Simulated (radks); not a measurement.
Results of a calculation; reference values are marked as such.
Problem. These are the eigenvalues of the occupied orbitals of an atom or ion with whole-number occupations (Ry). Level of theory: scalar-relativistic Kohn-Sham, PBEsol, spin-polarised, spherical densities, point nucleus (a radial shooting solver on a logarithmic mesh with Libxc functionals).

| orbital | eigenvalue |
|---|---|
| 1s up | -2635.581 |
| 1s down | -2635.576 |
| 2s up | -418.0743 |
| 2s down | -418.0717 |
| 2p up | -375.6600 |
| 2p down | -375.6557 |
| 3s up | -91.22001 |
| 3s down | -91.21560 |
| 3p up | -77.57123 |
| 3p down | -77.56626 |
| 3d up | -57.52682 |
| 3d down | -57.52211 |
| 4s up | -21.54715 |
| 4s down | -21.53713 |
| 4p up | -17.17033 |
| 4p down | -17.15926 |
| 4d up | -10.78566 |
| 4d down | -10.76868 |
| 5s up | -6.77134 |
| 5s down | -6.67216 |
| 5p up | -5.56717 |

Which element is it, and in what charge state? The configuration may be excited. Open shells, if any, are filled with parallel spins first.

Solution. Z = 55, caesium, charge +6: Cs6+ in [Kr] 4d10 5s2 5p1. The list shows which subshells hold electrons but not how many an open one holds; the 1s level, -1317.8 hartree, gives Z - s = 51.3 by -(Z - s)^2/2, which with screening and relativity narrows Z to a few neighbours, and the depths of the outer levels then fix element, charge and occupations together.
